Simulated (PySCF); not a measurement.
Electron correlation in Ne (neon, neutral)

[Ne], closed-shell 1S. All numbers are calculated (PySCF 2.14, scalar relativity by spin-free X2C-1e, in ANO-RCC-VTZP (4s3p2d1f, 30 functions)). Frozen: 1s2; 8 electrons correlated.

| level | correlation energy (mhartree) |
| --- | --- |
| CCSD | -273.41 |
| (T) | -4.78 |
| CCSD(T) | -278.19 |
| CCSDT | -278.22 |

Diagnostics: T1 = 0.0060, D1 = 0.0093, largest double amplitude 0.035.

Cost of the coupled-cluster step: of the order of 0.3 core-seconds, for 8 correlated electrons.
